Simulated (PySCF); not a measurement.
## Predicted spectroscopic data

All values are calculated (PySCF 2.14.0 with density-fitted response routines): geometry: GFN2-xTB, GIAO PBE0/pcSseg-1 shieldings. No relativistic terms, single conformer, equivalent nuclei averaged, in vacuum.

Scale: 1H, 13C against TMS (reference shieldings calculated alike). Splittings of carbon signals by F and P are missing where no couplings were computed. Where no couplings were computed, multiplicities follow the n + 1 count of equivalent neighbours, and m marks all less simple cases (inequivalent or close neighbours, rings, F or P nearby). Shifts are as computed. Against solution values, carbons near 30 ppm lie about +3 ppm off and those near 130 ppm about +5 ppm. Of 1211 compounds with measured shifts, 218 miss one by over three times the rms of a fit or turn the order of signals round; such compounds aren't used in these exercises.

**1.** `n1cnc(C#CC(F)(F)F)nc1`, C6H2F3N3. 1H NMR (600 MHz, computed): δ 9.55 (s, 2H). 13C{1H} NMR (computed): δ 173.0, 164.1, 123.9, 90.0, 84.6.

**2.** SMILES COc1cnncc1C=O, C6H6N2O2. 1H NMR (600 MHz, computed): δ 11.07 (s, 1H), 9.63 (s, 1H), 9.57 (s, 1H), 4.23 (s, 3H). 13C{1H} NMR (computed): δ 194.4, 161.8, 147.1, 143.3, 118.6, 56.7.
